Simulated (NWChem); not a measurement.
# GeBrClF$_{2}$; SMILES [F][Ge]([F])([Cl])[Br]

This build's default masses of Se (78.918 u) and Br (79.917 u) are each other's, which moves their modes by up to 0.6 %.

Task: Give the equilibrium geometry at PBE0/def2-SVP (NWChem) as an XYZ file, with the point group.

Result: point group Cs; any orientation.
```
5

F     -1.3095     0.7719    -1.3646
Ge    -0.3226     0.4569     0.0000
F     -1.3095     0.7719     1.3646
Cl     1.2949     1.8151     0.0000
Br     0.3193    -1.7021     0.0000
```
